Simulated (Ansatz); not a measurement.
Zn2Cl5⁻, relaxed as a singlet with RKS PBE-D4/def2-SVPD in Ansatz, starting from the GFN1-xTB geometry. Force threshold 0.02 eV/Å.

The structure comes from a short search, and lower isomers may exist.

Start:

```xyz
7

Zn   -1.1997   -1.2169   -1.3933
Zn    1.1651    1.2414    1.4163
Cl    3.2000    0.6168    1.3323
Cl   -0.2764    0.1316    0.1264
Cl   -0.8523   -3.3120   -1.2204
Cl   -2.4317   -0.2944   -2.8693
Cl    0.3950    2.8333    2.6080
```

```tsv
step	energy (eV)	largest force component (eV/Å)	SCF passes
1	-159391.8190	0.919	16
2	-159392.0289	0.227	17
3	-159392.0823	0.084	24
4	-159392.1058	0.136	24
5	-159392.1365	0.134	23
6	-159392.1643	0.128	24
7	-159392.1878	0.109	24
8	-159392.2122	0.115	18
9	-159392.2312	0.116	18
10	-159392.2510	0.125	18
11	-159392.2756	0.118	18
12	-159392.3094	0.153	18
13	-159392.3543	0.174	18
14	-159392.4181	0.181	18
15	-159392.4943	0.159	24
16 (rejected)	-159392.4915	0.562	25
17	-159392.5360	0.084	24
18	-159392.5418	0.009	18
```

Force components are those of the run's own axes.

End:

```xyz
7

Zn   -0.426   -0.958   -1.071
Zn    0.500    1.136    1.247
Cl    1.740    0.136   -0.365
Cl   -1.575    0.386    0.725
Cl   -0.341   -3.062   -0.357
Cl   -1.016   -0.113   -3.040
Cl    1.117    2.474    2.862
```

Bonds formed: Zn1–Cl3 (atoms count from 1). The end is the same structure that another start reached.

No frequencies were taken in this run, so the end may be a saddle point.

Hardware: 4 threads of INTEL XEON PLATINUM 8581C on a shared host. Wall time 32 s.
